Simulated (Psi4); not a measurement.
F₃Sc, singlet, geometry from GFN2-xTB (such geometries of metal compounds can be far from the true shape); TPSS/pcseg-2 in Psi4.

Here is a job for Psi4.
```
memory 2 GB

molecule {
0 1
  Sc    0.00000000   -0.00000000    0.00000000
  F    -1.49196408   -0.92465244    0.06317319
  F    -0.00096259    1.62400390   -0.66898447
  F     1.49292667   -0.69935146    0.60581128
}

set basis pcseg-2

energy('tpss')
print_variables()
```

Output, abridged:

```
   => Loading Basis Set <=

    Name: PCSEG-2
    Role: ORBITAL
    Keyword: BASIS

         ---------------------------------------------------------
                                   SCF
               by Justin Turney, Rob Parrish, Andy Simmonett
                          and Daniel G. A. Smith
                              RKS Reference
         ---------------------------------------------------------

  ==> Geometry <==

    Molecular point group: c2v
    Full point group: C2v

    Geometry (in Angstrom), charge = 0, multiplicity = 1:

       Center              X                  Y                   Z               Mass
    ------------   -----------------  -----------------  -----------------  -----------------
         SC           0.000000000000     0.000000000000     0.000000000000    44.955908280000
         F           -0.000000000000     0.000000000000    -1.756396823825    18.998403162730
         F            0.000000000000    -1.521084272337     0.878198411913    18.998403162730
         F           -0.000000000000     1.521084272337     0.878198411913    18.998403162730

  Running in c2v symmetry.

  Rotational constants: A =      0.19175  B =      0.19175  C =      0.09588 [cm^-1]
  Rotational constants: A =   5748.61938  B =   5748.61935  C =   2874.30968 [MHz]
  Nuclear repulsion =  213.098190528537486

  Charge       = 0
  Multiplicity = 1
  Electrons    = 48
  Nalpha       = 24
  Nbeta        = 24

  ==> Algorithm <==

  SCF Algorithm Type is DF.
  DIIS enabled.
  MOM disabled.
  Fractional occupation disabled.
  Guess Type is SAD.
  Energy threshold   = 1.00e-06
  Density threshold  = 1.00e-06
  Integral threshold = 1.00e-12

  ==> Primary Basis <==

  Basis Set: PCSEG-2
    Blend: PCSEG-2
    Number of shells: 46
    Number of basis functions: 146
    Number of Cartesian functions: 176
    Spherical Harmonics?: true
    Max angular momentum: 4

  ==> DFT Potential <==

   => LibXC <=

    Version 7.1.2
    S. Lehtola, C. Steigemann, M. J. T. Oliveira, and M. A. L. Marques,  SoftwareX 7, 1–5 (2018) (10.1016/j.softx.2017.11.002)

   => Composite Functional: TPSS <=

    TPSS Meta-GGA XC Functional

    J. Tao, et al., Phys. Rev. Lett., 91, 146401, 2003

    Deriv               =              1
    GGA                 =           TRUE
    Meta                =           TRUE

    Exchange Hybrid     =          FALSE
    MP2 Hybrid          =          FALSE

   => Exchange Functionals <=

    1.0000   XC_MGGA_X_TPSS

   => Correlation Functionals <=

    1.0000   XC_MGGA_C_TPSS

   => LibXC Density Thresholds  <==

    XC_MGGA_C_TPSS:  1.00E-15
    XC_MGGA_X_TPSS:  1.00E-15

   => Molecular Quadrature <=

    Radial Scheme          =       TREUTLER
    Pruning Scheme         =           NONE
    Nuclear Scheme         =       TREUTLER

    Blocking Scheme        =         OCTREE
    BS radius alpha        =              1
    Pruning alpha          =              1
    Radial Points          =             75
    Spherical Points       =            302
    Total Points           =          87473
    Total Blocks           =            712
    Max Points             =            256
    Max Functions          =            144
    Weights Tolerance      =       1.00E-15

   => Loading Basis Set <=

    Name: (PCSEG-2 AUX)
    Role: JKFIT
    Keyword: DF_BASIS_SCF

  ==> Integral Setup <==

  SCF_SUBTYPE=INCORE selected. In-core MEM_DF algorithm will be used.
  Using in-core AOs.

  ==> MemDFJK: Density-Fitted J/K Matrices <==

    J tasked:                   Yes
    K tasked:                    No
    wK tasked:                   No
    Algorithm:                 Core
    Schwarz Cutoff:           1E-12
    Mask sparsity (%):       2.9461
    Fitting Condition:        1E-10

   => Auxiliary Basis Set <=

  Basis Set: (PCSEG-2 AUX)
    Blend: DEF2-UNIVERSAL-JKFIT
    Number of shells: 133
    Number of basis functions: 495
    Number of Cartesian functions: 656
    Spherical Harmonics?: true
    Max angular momentum: 6

  Minimum eigenvalue in the overlap matrix is 5.0861193269E-03.
  Reciprocal condition number of the overlap matrix is 1.1792826490E-03.
    Using symmetric orthogonalization.

  ==> Pre-Iterations <==

  SCF Guess: Superposition of Atomic Densities via on-the-fly atomic UHF (no occupation information).

   -------------------------
    Irrep   Nso     Nmo
   -------------------------
     A1        56      56
     A2        20      20
     B1        30      30
     B2        40      40
   -------------------------
    Total     146     146
   -------------------------

  ==> Iterations <==

                           Total Energy        Delta E     RMS |[F,P]|

   @DF-RKS iter SAD: -1059.81266801893685   -1.05981e+03   0.00000e+00
   @DF-RKS iter   1: -1060.37412038809634   -5.61452e-01   1.29074e-02 ADIIS/DIIS
   @DF-RKS iter   2: -1056.44914306844476    3.92498e+00   4.85127e-02 ADIIS/DIIS
   @DF-RKS iter   3: -1060.55611526798566   -4.10697e+00   8.49835e-03 ADIIS/DIIS
   @DF-RKS iter   4: -1060.67713294715372   -1.21018e-01   1.16299e-03 ADIIS/DIIS
   @DF-RKS iter   5: -1060.68062528429505   -3.49234e-03   8.57502e-05 DIIS
   @DF-RKS iter   6: -1060.68063849362579   -1.32093e-05   7.87665e-06 DIIS
   @DF-RKS iter   7: -1060.68063859802669   -1.04401e-07   1.95550e-06 DIIS
   @DF-RKS iter   8: -1060.68063860028656   -2.25987e-09   1.74707e-06 DIIS
   @DF-RKS iter   9: -1060.68063860622510   -5.93855e-09   1.25460e-07 DIIS
  Energy and wave function converged.

  ==> Post-Iterations <==

   Electrons on quadrature grid:
      Ntotal   =   47.9999433676 ; deviation = -5.663e-05

    Orbital Energies [Eh]
    ---------------------

    Doubly Occupied:

[...]
    Virtual:

[...]
    Final Occupation by Irrep:
             A1    A2    B1    B2
    DOCC [    12,    1,    4,    7 ]
    NA   [    12,    1,    4,    7 ]
    NB   [    12,    1,    4,    7 ]

  @DF-RKS Final Energy: -1060.68063860622510

   => Energetics <=

    Nuclear Repulsion Energy =            213.0981905285374864
    One-Electron Energy =               -1887.0631682060893581
    Two-Electron Energy =                 684.0114862305692895
    DFT Exchange-Correlation Energy =     -70.7271471592425343
    Empirical Dispersion Energy =           0.0000000000000000
    VV10 Nonlocal Energy =                  0.0000000000000000
    Total Energy =                      -1060.6806386062251022

Computation Completed

Properties will be evaluated at   0.000000,   0.000000,   0.000000 [a0]

Properties computed using the SCF density matrix

 Multipole Moments:

 ------------------------------------------------------------------------------------
     Multipole            Electronic (a.u.)      Nuclear  (a.u.)        Total (a.u.)
 ------------------------------------------------------------------------------------

 L = 1.  Multiply by 2.5417464519 to convert [e a0] to [Debye]
 Dipole X            :          0.0000000            0.0000000            0.0000000
 Dipole Y            :          0.0000000            0.0000000            0.0000000
 Dipole Z            :          0.0001106            0.0000000            0.0001106
 Magnitude           :                                                    0.0001106

 ------------------------------------------------------------------------------------

  Variable Map:
  ----------------------------------------------------------------------------
[...]
  Array Variable Map:
  ----------------------------------------------------------------------------
[...]
[...]
```
